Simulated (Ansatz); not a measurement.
`C[NH2+][B-](C)(C)O`, relaxed with RKS PBE0-D4/def2-TZVP in Ansatz from a PBE-D4/def2-SVP geometry. The force threshold is 0.005 eV/Å; the program also tests the step.

The species carries charge 0 and has multiplicity 1.

Start:

```xyz
18

C    -0.102   -0.302   -2.101
N    -0.781   -0.355   -0.796
B     0.056    0.388    0.530
C    -1.025    0.258    1.731
C     1.430   -0.452    0.734
O     0.211    1.762    0.087
H    -0.749   -0.642   -2.934
H     0.205    0.748   -2.269
H     0.807   -0.930   -2.064
H    -1.025   -1.321   -0.534
H    -1.668    0.168   -0.834
H    -0.596    0.679    2.665
H    -1.323   -0.788    1.969
H    -1.956    0.836    1.533
H     2.158   -0.349   -0.103
H     1.952   -0.090    1.646
H     1.270   -1.543    0.890
H     1.137    1.934   -0.149
```

| step | energy (eV) | largest force (eV/Å) | largest move (Å) |
| --- | --- | --- | --- |
| 1 | -7516.4116 | 0.592 | 0.000 |
| 2 | -7516.4699 | 0.186 | 0.030 |
| 3 | -7516.4760 | 0.085 | 0.018 |
| 4 | -7516.4765 | 0.042 | 0.010 |
| 5 | -7516.4768 | 0.017 | 0.010 |
| 6 | -7516.4769 | 0.018 | 0.009 |
| 7 | -7516.4770 | 0.007 | 0.013 |
| 8 | -7516.4770 | 0.007 | 0.011 |
| 9 | -7516.4771 | 0.007 | 0.009 |
| 10 | -7516.4771 | 0.003 | 0.004 |

End:

```xyz
18

C    -0.084   -0.325   -2.077
N    -0.787   -0.323   -0.792
B     0.044    0.383    0.521
C    -1.014    0.239    1.729
C     1.416   -0.442    0.708
O     0.201    1.759    0.103
H    -0.722   -0.673   -2.891
H     0.245    0.693   -2.280
H     0.790   -0.970   -2.003
H    -1.070   -1.262   -0.531
H    -1.635    0.232   -0.863
H    -0.585    0.660    2.644
H    -1.289   -0.797    1.962
H    -1.942    0.795    1.543
H     2.127   -0.322   -0.120
H     1.929   -0.091    1.610
H     1.264   -1.519    0.847
H     1.112    1.962   -0.107
```

Hardware: 4 threads of an Arm Neoverse V2 on a shared host. Wall time 56 s, peak host memory 0.84 GiB.
